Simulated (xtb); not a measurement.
CrO3, triplet, geometry from GFN2-xTB (such geometries of metal compounds can be far from the true shape) (the multiplicity is a formal guess). Base run: GFN0-xTB run with xtb.

Geometry (Å):
```xyz
4

Cr     0.0000     0.0000     0.0000
O     -1.0690    -1.1235    -0.1347
O     -0.0637     1.2500    -0.9255
O      1.1327    -0.1266     1.0602
```
Charge 0, spin multiplicity 3.
All else is at xtb's defaults.
Base energy -12.00834 Eh.

The base run was repeated with changes; each row names its change, and settings that it needs were set with it.

```
change        ΔE vs base (kJ/mol)
------------  -------------------
base                         0.00
acc = 1000                   0.00
etemp = 3000                -56.9
etemp = 10                   0.43
```
